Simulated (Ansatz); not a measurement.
Frontier orbitals of `[OH][V]([F])([F])=[S]`.

```json
{"atom": "O1", "x (Å)": "0.863", "y (Å)": "0.824", "z (Å)": "-0.678"}
{"atom": "V2", "x (Å)": "-0.110", "y (Å)": "-0.164", "z (Å)": "0.362"}
{"atom": "F3", "x (Å)": "0.875", "y (Å)": "-1.364", "z (Å)": "1.098"}
{"atom": "F4", "x (Å)": "-0.845", "y (Å)": "0.820", "z (Å)": "1.564"}
{"atom": "S5", "x (Å)": "-1.525", "y (Å)": "-1.047", "z (Å)": "-0.722"}
{"atom": "H6", "x (Å)": "0.741", "y (Å)": "0.930", "z (Å)": "-1.626"}
```

Total charge 0; spin multiplicity 1. Correlated methods include outer-core shells of V, which these sets cover unevenly. Scalar relativity is left out up to krypton. The geometry is a stationary point of PBE0-D4/def2-TZVP. It is one conformer, not always the lowest. Basis def2-TZVPP, the Gaussian-basis code of Ansatz.

Orbital energies of one run (eV). Highest occupied ones, from the top: -9.99, -10.10, -11.24, -12.36, -12.97, -13.83, -14.48, -14.68, -14.73, -15.21, -15.36, -16.97, -21.18, -30.16. Empty: -2.64, -2.48, -1.52, -1.20, -1.19, 0.62.

(1) Which functional gave them?
A. CAM-B3LYP
B. PBE0
C. LC-ωPBE
D. B97M-V

Answers

(1) A. HOMO energies: CAM-B3LYP -9.99, B97M-V -7.71, PBE0 -8.67, LC-ωPBE -11.30 eV.

LC-ωPBE has ω = 0.4 bohr⁻¹.
